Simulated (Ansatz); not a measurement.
System: MoH₅ (charge 0, doublet). The spin state was set by rule; other spins were not relaxed. 
Coordinates optimised at B3LYP-D3(BJ)/def2-TZVP (Ansatz, an electronic-structure program):
SMILES: [MoH5]
```xyz
6

Mo     0.0359     0.0055    -0.0157
H      0.5949     1.3471    -0.9116
H     -1.0824     0.3815     1.1428
H      0.7019    -0.1992     1.5155
H     -1.5709    -0.3261    -0.2217
H     -0.1505    -1.4341    -0.8658
```
Charge 0, spin multiplicity 2.

Parts of the frozen-core correlation energy in def2-SVP (Ansatz, hartree). Frozen orbitals: 4; correlated occupied orbitals by spin: 6 and 5; virtual: 46 and 47. Open shells are spin-unrestricted. No spin-orbit coupling. Past Kr the def2 sets carry scalar-relativistic core potentials.

| term | value |
|---|---|
| reference (HF) | -70.25534 |
| MP2 opposite-spin | ___ |
| MP2 same-spin | -0.04970 |
| CCSD correlation | ___ |
| (T) | ___ |
| CCSDT minus CCSD(T) | -0.00169 |
| T1 diagnostic | 0.043 |
| largest doubles amplitude | 0.066 |
| <S^2> of the reference | 0.830 |

Task: Some entries are withheld; supply them.

Result: 
- MP2 opposite-spin, value: -0.17326
- CCSD correlation, value: -0.25554
- (T), value: -0.01006
